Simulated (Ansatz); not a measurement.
The same ligand exchange along the group Ti, Zr, Hf.

Calculated with Ansatz (gas phase, PBE0-D4/def2-TZVP geometries, no zero-point term in ΔE). CCSD(T)/CBS is the MP2 limit (def2-TZVPP, def2-QZVPP) plus CCSD(T) − MP2 in def2-TZVPP, frozen cores. This one scheme is used for every species. Functionals use def2-TZVPP. B3LYP here is the variant with VWN-RPA as its local correlation; programs differ in this. def2 core potentials past Kr. For Hf, Ti, Zr outer-core shells are correlated without core-valence functions, which leaves a few kJ/mol of doubt a bond. Scalar relativity is left out up to krypton. One conformer a species, not always the lowest.

| reaction | CCSD(T)/CBS(def2) (kJ/mol) |
| --- | --- |
| `[F][Ti]([F])([F])[F]` + NH₃ → `[NH2][Ti]([F])([F])[F]` + H–F | 85 |
| `[F][Zr]([F])([F])[F]` + NH₃ → `[NH2][Zr]([F])([F])[F]` + H–F | 110 |
| `[F][Hf]([F])([F])[F]` + NH₃ → `[NH2][Hf]([F])([F])[F]` + H–F | ? |

**Question.** Fill in the missing values. (Estimate.)

**Answer.** Ansatz gave: `[F][Hf]([F])([F])[F]` + NH₃ → `[NH2][Hf]([F])([F])[F]` + H–F: +107.8 kJ/mol.

Largest T1 diagnostic: 0.024, for `[NH2][Ti]([F])([F])[F]`.
